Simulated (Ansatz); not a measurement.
Cl$_{2}$CrO$_{2}$, triplet, at a GFN2-xTB geometry of the parent state (such geometries of metal compounds can be far from the true shape) (another spin typed on purpose, not shown lowest); CAM-B3LYP/STO-3G in Ansatz (a first-principles code).

Input for Ansatz:
Ansatz 0.2 input:
```yaml
crystal:
  periodic: [false, false, false]
  atoms:
    - {symbol: Cr, position_ang: [0.36161990, -0.06306063, 0.11655214]}
    - {symbol: O, position_ang: [1.44045237, -0.59234025, -0.86408389]}
    - {symbol: O, position_ang: [0.79045337, 0.20330658, 1.58311746]}
    - {symbol: Cl, position_ang: [-0.38616068, 1.66825371, -0.64495912]}
    - {symbol: Cl, position_ang: [-1.17419951, -1.39615227, 0.14204619]}
basis:
  gaussian:
    orbitals: STO-3G
hamiltonian:
  xc: cam_b3lyp
magnetization: {spin_polarized: true, initial_magnetization: 2}
```

**Question.** Write the output that Ansatz gives for this input, abridged.

**Answer.** 
```
Functional definition: CAM-B3LYP
589 factors; integrals over basis functions are off by at most 6.0e-4 eV
169 factors; integrals over basis functions are off by at most 2.5e-6 eV
mean field evaluation 1: about -56900.7378 eV, gradient 7.6e1 eV
mean field evaluation 2: about -56571.4093 eV, gradient 2.1e2 eV
mean field evaluation 4: about -56931.3933 eV, gradient 3.0e1 eV
mean field evaluation 8: about -56935.4984 eV, gradient 5.8e0 eV
mean field evaluation 16: about -56935.7663 eV, gradient 9.4e-3 eV
mean field evaluation 32: about -56935.7664 eV, gradient 5.0e-5 eV
mean field -56935.76635191 eV, -2092.3508209842 hartree, gradient 4.9e-6 eV, S^2 2.035536; 3 other end points of the search recorded, 0 dependent functions left out
reference -56935.76643038 eV, -2092.3508238677 hartree; 38, 36 occupied and 8, 10 virtual orbitals, 589 factors
Total energy: -56935.76643038 eV, -2092.3508238677 hartree
```
